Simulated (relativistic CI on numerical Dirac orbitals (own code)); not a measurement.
Radial parameters of Pr XLII

Method of calculation: Dirac-Coulomb-Breit CI, KLI orbitals optimised for each configuration, QED by a radiative potential, unscaled Slater integrals (own radial code, finite nucleus).

Slater integrals F^k, G^k are unscaled and averaged over j, outside the closed core [Ne]; ζ comes from projecting the Hamiltonian with its Breit term on Σ l·s of the shell.

- 3s²3p⁵3d: ζ(3p) = 627790, F^2(3p,3d) = 405830, G^1(3p,3d) = 426650, G^3(3p,3d) = 286900, ζ(3d) = 85253 cm⁻¹; <r>(3p) = 0.2445, <r^2>(3p) = 0.06908, <r>(3d) = 0.2167, <r^2>(3d) = 0.05426 (bohr units).
- 3s3p⁶3d: G^2(3s,3d) = 321330, ζ(3d) = 85697 cm⁻¹; <r>(3s) = 0.251, <r^2>(3s) = 0.07184, <r>(3d) = 0.2168, <r^2>(3d) = 0.05436 (bohr units).
- 3s²3p⁵4s: ζ(3p) = 635480, G^1(3p,4s) = 53205 cm⁻¹; <r>(3p) = 0.2431, <r^2>(3p) = 0.06832, <r>(4s) = 0.4752, <r^2>(4s) = 0.2541 (bohr units).

Averages of the first 10 configurations, taken without configuration mixing, which lowers the lowest level and can move excited configurations by several eV; other configurations of the list can lie among them:

```tsv
Configuration	Parity	States	Average energy above the lowest level (eV)
3s²3p⁶	even	1	0.4
3s²3p⁵3d	odd	60	245.9
3s3p⁶3d	even	20	478.6
3s²3p⁵4s	odd	12	1459.2
3s²3p⁵4p	even	36	1546.3
3s²3p⁵4d	odd	60	1647.8
3p⁶3d4p	odd	60	2257.2
3s3p⁶4s	even	4	1693.3
3p⁶3d²	even	45	965.9
3p⁵3d³	odd	720	1209.7
```
